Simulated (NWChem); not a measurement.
System: BaCl cation; SMILES [Ba+][Cl]

Parts of the log:

```
             Northwest Computational Chemistry Package (NWChem) 7.3.0
             --------------------------------------------------------

 ORDER OF PRIMARY AXIS IS BEING SET TO 4
 C4V symmetry detected

                             Geometry "geometry" -> ""
                             -------------------------

 Output coordinates in angstroms (scale by  1.889725989 to convert to a.u.)

  No.       Tag          Charge          X              Y              Z
 ---- ---------------- ---------- -------------- -------------- --------------
    1 Ba                  56.0000     0.00000000     0.00000000    -0.61760721
    2 Cl                  17.0000     0.00000000     0.00000000     2.03447079

 Effective nuclear repulsion energy (a.u.)     189.9554768177

      Symmetry information
      --------------------

 Group name             C4v
 Group number             18
 Group order               8
 No. of unique centers     2

                                 NWChem DFT Module
                                 -----------------

 Summary of "ao basis" -> "ao basis" (spherical)
 ------------------------------------------------------------------------------
       Tag                 Description            Shells   Functions and Types
 ---------------- ------------------------------  ------  ---------------------
 Ba                        def2-qzvp                16       44   7s5p3d1f
 Cl                        def2-qzvp                22       70   9s6p4d2f1g

      Symmetry analysis of basis
      --------------------------

        a1         39
        a2          1
        b1         11
        b2         11
        e          52

            General Information
            -------------------
          SCF calculation type: DFT
          Wavefunction type:  closed shell.
          No. of atoms     :     2
          No. of electrons :    26
           Alpha electrons :    13
            Beta electrons :    13
          Charge           :     1
          Spin multiplicity:     1
          Use of symmetry is: on ; symmetry adaption is: on
          Maximum number of iterations: 150
          AO basis - number of functions:   114
                     number of shells:    38
          Convergence on energy requested:  1.00D-06
          Convergence on density requested:  1.00D-05
          Convergence on gradient requested:  5.00D-04

              XC Information
              --------------
                  TPSS metaGGA Exchange Functional  1.000
             TPSS03 metaGGA Correlation Functional  1.000

             Grid Information
             ----------------
          Grid used for XC integration:  medium
          Radial quadrature: Mura-Knowles
          Angular quadrature: Lebedev.
          Tag              B.-S. Rad. Rad. Pts. Rad. Cut. Ang. Pts.
          ---              ---------- --------- --------- ---------
          Ba                  2.15      123          13.0       590
          Cl                  1.00       88          12.0       590
          Grid pruning is: on
          Number of quadrature shells:   211
          Spatial weights used:  Erf1

      Superposition of Atomic Density Guess
      -------------------------------------

 Sum of atomic energies:        -486.94383854

 Renormalizing density from      27.00 to     26

      Non-variational initial energy
      ------------------------------

 Total energy =    -473.433342
 1-e energy   =    -715.628135
 2-e energy   =     208.274171
 HOMO         =      -0.892200
 LUMO         =      -0.315633

      Symmetry analysis of molecular orbitals - initial
      -------------------------------------------------

 !! scf_movecs_sym_adapt:   22 vectors were symmetry contaminated

  Symmetry fudging

 !! scf_movecs_sym_adapt:   20 vectors were symmetry contaminated

  Numbering of irreducible representations:

     1 a1          2 a2          3 b1          4 b2          5 e

  Orbital symmetries:

     1 a1          2 a1          3 a1          4 e           5 e
     6 a1          7 a1          8 a1          9 e          10 e
    11 e          12 e          13 a1         14 a1         15 e
    16 e          17 b2         18 b1         19 a1         20 e
    21 e          22 a1         23 a1

     ---------------------------------------------
      Total Density - Mulliken Population Analysis
     ---------------------------------------------

    Atom       Charge   Shell Charges
 -----------   ------   -------------------------------------------------------
    1 Ba  10     8.02   0.04 -0.36  1.74  0.59 -0.01  0.02  0.00  2.71  2.92  0.33  0.02 -0.00  0.02  0.01 -0.00  0.00
    2 Cl  17    17.98   1.65  0.01  0.27  0.33  1.11  0.57  0.56  1.16  0.34  5.98 -0.06  0.90  2.43  2.38  0.32  0.00  0.00  0.00  0.02  0.00 -0.00  0.00

   convergence    iter        energy       DeltaE   RMS-Dens  Diis-err
 ---------------- ----- ----------------- --------- --------- ---------
 d= 0,ls=0.0,diis     1   -485.3020347792 -5.19D+02  4.01D-02  6.08D+00
 d= 0,ls=0.5,diis     2   -478.0903419795  7.21D+00  3.90D-02  1.50D+01
 d= 0,ls=0.5,diis     3   -485.3358810232 -7.25D+00  4.51D-03  1.66D+00
 d= 0,ls=0.5,diis     4   -485.5001926767 -1.64D-01  3.18D-03  6.06D-01
 d= 0,ls=0.5,diis     5   -485.5866762592 -8.65D-02  2.17D-03  2.20D-01
  Resetting Diis
 d= 0,ls=0.5,diis     6   -485.6253340157 -3.87D-02  1.22D-03  3.89D-02
 d= 0,ls=0.5,diis     7   -485.6355804008 -1.02D-02  7.28D-04  6.07D-03
 d= 0,ls=0.5,diis     8   -485.6382599674 -2.68D-03  4.51D-04  2.46D-03
 d= 0,ls=0.5,diis     9   -485.6390706580 -8.11D-04  2.98D-04  6.83D-04
 d= 0,ls=0.5,diis    10   -485.6393870377 -3.16D-04  1.95D-04  2.61D-04
 d= 0,ls=0.5,diis    11   -485.6395296260 -1.43D-04  1.32D-04  1.47D-04
 d= 0,ls=0.5,diis    12   -485.6396048100 -7.52D-05  9.49D-05  9.63D-05
 d= 0,ls=0.5,diis    13   -485.6396472531 -4.24D-05  6.94D-05  5.66D-05
 d= 0,ls=0.5,diis    14   -485.6396705386 -2.33D-05  5.05D-05  3.39D-05
 d= 0,ls=0.5,diis    15   -485.6396837877 -1.32D-05  3.74D-05  1.88D-05
 d= 0,ls=0.5,diis    16   -485.6396911137 -7.33D-06  2.76D-05  1.06D-05
 d= 0,ls=0.5,diis    17   -485.6396952174 -4.10D-06  2.06D-05  5.71D-06
 d= 0,ls=0.5,diis    18   -485.6396974508 -2.23D-06  1.54D-05  3.31D-06
 d= 0,ls=0.5,diis    19   -485.6396987068 -1.26D-06  1.14D-05  1.84D-06
 d= 0,ls=0.5,diis    20   -485.6396994139 -7.07D-07  8.55D-06  1.01D-06

         Total DFT energy =     -485.639699806096
      One electron energy =     -741.526785553841
           Coulomb energy =      253.837779723545
    Exchange-Corr. energy =      -31.871314836102
 Nuclear repulsion energy =       33.920620860302

 Numeric. integr. density =       25.999999788908

                  Occupations of the irreducible representations
                  ----------------------------------------------

                     irrep           alpha         beta
                     --------     --------     --------
                     a1                7.0          7.0
                     a2                0.0          0.0
                     b1                0.0          0.0
                     b2                0.0          0.0
                     e                 6.0          6.0

                       DFT Final Molecular Orbital Analysis
                       ------------------------------------

 Vector   11  Occ=2.000000D+00  E=-4.126994D-01  Symmetry=a1
              MO Center=  1.5D-15, -8.1D-15,  1.7D+00, r^2= 2.1D+00
   Bfn.  Coefficient  Atom+Function         Bfn.  Coefficient  Atom+Function
  ----- ------------  ---------------      ----- ------------  ---------------
    68      0.441152  2 Cl pz                65      0.350852  2 Cl pz
    56     -0.264821  2 Cl pz                 3      0.194936  1 Ba s
    71      0.157722  2 Cl pz                62      0.148340  2 Cl pz
     2     -0.136666  1 Ba s                 25     -0.124349  1 Ba d  0
    30     -0.116307  1 Ba d  0              13      0.112510  1 Ba pz

 Vector   12  Occ=2.000000D+00  E=-4.012830D-01  Symmetry=e
              MO Center=  2.9D-15, -3.9D-15,  1.9D+00, r^2= 1.5D+00
   Bfn.  Coefficient  Atom+Function         Bfn.  Coefficient  Atom+Function
  ----- ------------  ---------------      ----- ------------  ---------------
    67      0.413003  2 Cl py                64      0.347637  2 Cl py
    55     -0.257038  2 Cl py                70      0.177227  2 Cl py
    61      0.144077  2 Cl py                66     -0.117700  2 Cl px
    63     -0.099071  2 Cl px                29      0.090654  1 Ba d -1
    54      0.073252  2 Cl px                24      0.070291  1 Ba d -1

 Vector   13  Occ=2.000000D+00  E=-4.012830D-01  Symmetry=e
              MO Center=  3.7D-15, -5.7D-16,  1.9D+00, r^2= 1.5D+00
   Bfn.  Coefficient  Atom+Function         Bfn.  Coefficient  Atom+Function
  ----- ------------  ---------------      ----- ------------  ---------------
    66      0.413003  2 Cl px                63      0.347637  2 Cl px
    54     -0.257038  2 Cl px                69      0.177227  2 Cl px
    60      0.144077  2 Cl px                67      0.117700  2 Cl py
    64      0.099071  2 Cl py                31     -0.090654  1 Ba d  1
    55     -0.073252  2 Cl py                26     -0.070291  1 Ba d  1

 Vector   14  Occ=0.000000D+00  E=-2.461885D-01  Symmetry=a1
              MO Center=  4.8D-14, -6.1D-14, -9.4D-01, r^2= 5.7D+00
   Bfn.  Coefficient  Atom+Function         Bfn.  Coefficient  Atom+Function
  ----- ------------  ---------------      ----- ------------  ---------------
     6      0.620862  1 Ba s                  5      0.604953  1 Ba s
     3     -0.527071  1 Ba s                  4     -0.391021  1 Ba s
     2      0.365151  1 Ba s                 30     -0.245496  1 Ba d  0
     1      0.154598  1 Ba s                 25     -0.135900  1 Ba d  0
    16     -0.122969  1 Ba pz                19     -0.118488  1 Ba pz

 Vector   15  Occ=0.000000D+00  E=-2.291282D-01  Symmetry=b2
              MO Center= -6.9D-12,  9.4D-12, -6.1D-01, r^2= 3.4D+00
   Bfn.  Coefficient  Atom+Function         Bfn.  Coefficient  Atom+Function
  ----- ------------  ---------------      ----- ------------  ---------------
    28      0.612767  1 Ba d -2              23      0.378467  1 Ba d -2
    33      0.190889  1 Ba d -2

 Vector   16  Occ=0.000000D+00  E=-2.291279D-01  Symmetry=b1
              MO Center= -1.8D-11, -1.4D-11, -6.1D-01, r^2= 3.4D+00
   Bfn.  Coefficient  Atom+Function         Bfn.  Coefficient  Atom+Function
  ----- ------------  ---------------      ----- ------------  ---------------
    32      0.612765  1 Ba d  2              27      0.378468  1 Ba d  2
    37      0.190891  1 Ba d  2

     ---------------------------------------------
      Total Density - Mulliken Population Analysis
     ---------------------------------------------

    Atom       Charge   Shell Charges
 -----------   ------   -------------------------------------------------------
    1 Ba  10     8.45   0.04 -0.37  1.77  0.57  0.02  0.01 -0.00  2.70  2.85  0.44  0.01  0.00  0.14  0.25  0.02  0.00
    2 Cl  17    17.55   1.65  0.00  0.28  0.31  1.05  0.62  0.46  1.10  0.52  5.86 -0.05  0.74  1.82  2.41  0.73  0.00  0.00  0.00  0.02  0.00 -0.00  0.00

     -------------------------------------------
      Total Density - Lowdin Population Analysis
     -------------------------------------------

    Atom       Charge   Shell Charges
 -----------   ------   -------------------------------------------------------
    1 Ba  10     8.70   0.00  0.04  0.92  0.78  0.22  0.07  0.02  2.61  2.38  0.91  0.12  0.03  0.13  0.33  0.13  0.01
    2 Cl  17    17.30   0.99  0.68  0.32  0.44  0.82  0.67  0.50  0.82  0.55  3.59  2.02  1.02  1.80  2.10  0.91  0.00  0.00  0.00  0.05  0.01  0.00  0.00

     Multipole analysis of the density
     ---------------------------------

     L   x y z        total         alpha         beta         nuclear
     -   - - -        -----         -----         ----         -------
     0   0 0 0      1.000000    -13.000000    -13.000000     27.000000

     1   1 0 0     -0.000000     -0.000000     -0.000000      0.000000
     1   0 1 0      0.000000      0.000000      0.000000      0.000000
     1   0 0 1     -3.454374    -28.570680    -28.570680     53.686986

     2   2 0 0    -22.104491    -11.052246    -11.052246      0.000000
     2   1 1 0     -0.000000     -0.000000     -0.000000      0.000000
     2   1 0 1     -0.000000     -0.000000     -0.000000      0.000000
     2   0 2 0    -22.104491    -11.052246    -11.052246      0.000000
     2   0 1 1     -0.000000     -0.000000     -0.000000      0.000000
     2   0 0 2    -25.434210   -145.165382   -145.165382    264.896553
```

Level: TPSS/def2-QZVP with def2 effective core potentials on Ba. Structure relaxed at the PBE0/def2-SVP level. def2 effective core potentials on Ba; no spin-orbit coupling.

Question: Reconstruct the input file.

Answer: One answer among several that fit: the input that was run:
```
start job
memory heap 200 mb stack 900 mb global 1100 mb
charge 1
geometry units angstroms noautoz
  Ba     0.000000     0.000000    -0.618986
  Cl     0.000000     0.000000     2.033092
end
basis spherical
  * library def2-qzvp
end
ecp
  Ba library def2-ecp
end
dft
  xc xtpss03 ctpss03
  iterations 150
  mulliken
end
task dft energy
```
